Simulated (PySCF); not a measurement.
Problem. Write a Z-matrix for InChI=1S/C9H11FO/c1-2-9(11)7-5-3-4-6-8(7)10/h3-6,9,11H,2H2,1H3/t9-/m1/s1 as optimised with PBE0-D3(BJ)/def2-SVP.

Solution. 
Z-matrix in Å and degrees, rows numbered from 1:
```
C 
C   1  1.5179
C   2  1.5261  1  114.66
O   3  1.4072  2  106.44  1   176.00
C   3  1.5142  2  112.25  1   -61.94
C   5  1.3985  3  121.07  2   -85.72
C   6  1.3930  5  121.36  3   178.98
C   7  1.3947  6  119.85  5     0.21
C   8  1.3931  7  119.96  6    -0.00
C   9  1.3890  8  119.01  7    -0.23
F  10  1.3384  5  118.85  3     0.91
H   1  1.0998  2  110.72  3  -177.75
H   1  1.1009  2  111.64  3   -57.74
H   1  1.1011  2  111.67  3    62.62
H   2  1.1022  1  110.67  3   120.54
H   2  1.1032  1  110.55  3  -121.84
H   3  1.1074  2  108.00  1    56.88
H   4  0.9633  3  108.01  2  -179.45
H   6  1.0927  5  117.80  3    -1.73
H   7  1.0922  6  120.00  5  -179.91
H   8  1.0924  7  120.39  6   179.87
H   9  1.0915  8  121.99  7   179.77
```

The 6-membered ring C5–C6–C7–C8–C9–C10 has internal angles of 117.3° to 122.5°; it is planar, 0.00 Å rms from its mean plane, widest ring torsion 0°. Of the pairs four or more bonds apart, F11···H17 is among the closest relative to their van der Waals radii: 2.42 Å, 91 % of the sum of Bondi's values. The C–C distances run from 1.389 Å (C9–C10, aromatic) to 1.526 Å (C2–C3, drawn single), a spread of 0.137 Å.

Level of theory: PBE0-D3(BJ)/def2-SVP geometry optimisation, gas phase (PySCF 2.14.0).

Point group: C1 (no symmetry element, even within 0.4 Å). No frequency check. The numbers are those of one conformer (C1–C2–C3–O4 176°, C2–C3–O4–H -179°, C2–C3–C5–C6 -86°).
